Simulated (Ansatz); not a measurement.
Consider the ligand exchange at the Si–N bond: `O[SiH](O)N[SiH](O)Cl` + `C[SiH](O)O` → `C[SiH](O)O[SiH](O)O` + `N[SiH](O)Cl`.

Isolated molecules relaxed with PBE0-D4/def2-TZVP in Ansatz; ΔE leaves out vibrations. CCSD(T)/CBS is the MP2 limit (def2-TZVPP, def2-QZVPP) plus CCSD(T) − MP2 in def2-TZVPP, frozen cores. DFT in def2-TZVPP. B3LYP here is the variant with VWN-RPA as its local correlation; programs differ in this. One conformer a species, not always the lowest.

`O[SiH](O)N[SiH](O)Cl`:

Cartesian coordinates in Å:
```
O -1.351 -1.400 -1.290
Si -0.348 -1.260 -0.002
O 1.154 -1.330 -0.677
N -0.446 0.211 0.863
Si 0.215 1.744 0.442
O 1.239 1.550 -0.802
Cl 1.127 2.486 2.133
H -2.297 -1.352 -1.147
H -0.594 -2.355 0.965
H 1.223 -1.847 -1.483
H -0.772 0.123 1.815
H -0.776 2.762 0.057
H 1.626 0.667 -0.875
```

`C[SiH](O)O`:

```xyz
10

C     0.836   -0.505    0.942
Si   -0.081    0.454   -0.351
O    -0.133   -0.533   -1.668
O    -1.585    0.911    0.142
H     0.334   -1.452    1.155
H     1.849   -0.734    0.603
H     0.905    0.064    1.871
H     0.570    1.745   -0.686
H    -0.521   -0.176   -2.468
H    -2.174    0.226    0.460
```

`C[SiH](O)O[SiH](O)O`:

Z-matrix (Å, degrees):
```
C
Si 1 1.846
H 1 1.093 2 110.7
H 1 1.093 2 110.4 3 -119.8
H 1 1.093 2 110.6 3 120.4
O 2 1.638 1 108.6 3 179.8
O 2 1.653 1 109.7 3 -60.7
H 2 1.487 1 111.4 3 57.3
H 6 0.963 2 114.8 1 156.0
Si 7 1.616 2 136.7 1 -152.9
O 10 1.644 7 106.5 2 11.9
O 10 1.635 7 114.0 2 -104.1
H 10 1.477 7 108.2 2 133.0
H 11 0.958 10 117.0 7 -153.2
H 12 0.958 10 118.6 7 -73.5
```

`N[SiH](O)Cl`:

Cartesian coordinates in Å:
```
N 0.062 0.157 -1.195
Si 0.142 0.225 0.502
O -1.133 -0.531 1.183
Cl 1.935 -0.671 0.968
H 0.901 0.111 -1.748
H -0.709 0.562 -1.700
H 0.136 1.559 1.130
H -1.334 -1.413 0.861
```

```csv
level,ΔE (kcal/mol)
r2SCAN-D4,-13.6
PBE0-D4,-12.5
ωB97M-V,-13.4
r2SCAN,-13.7
PBE0,-12.9
B3LYP,-14.3
SCS-MP2/def2-TZVPP,-13.9
CCSD/def2-TZVPP,-14.0
```

Question: What does CCSD(T)/CBS give? (Best estimate.)

Answer: Computed: -13.6 kcal/mol. The listed levels differ from it by 0.0, 1.1, 0.2, -0.1, 0.7, -0.7, -0.3, -0.4 kcal/mol.

Largest T1 diagnostic among the species: 0.011.

From PBE to PBE0 (25 % exact exchange), in def2-TZVPP and without D4, ΔE moves by −0.8 kcal/mol. In def2-TZVPP, CCSD(T) changes the Hartree–Fock value by +3.6 kcal/mol (the triples alone add +0.6 kcal/mol) and MP2 by +3.8 kcal/mol.
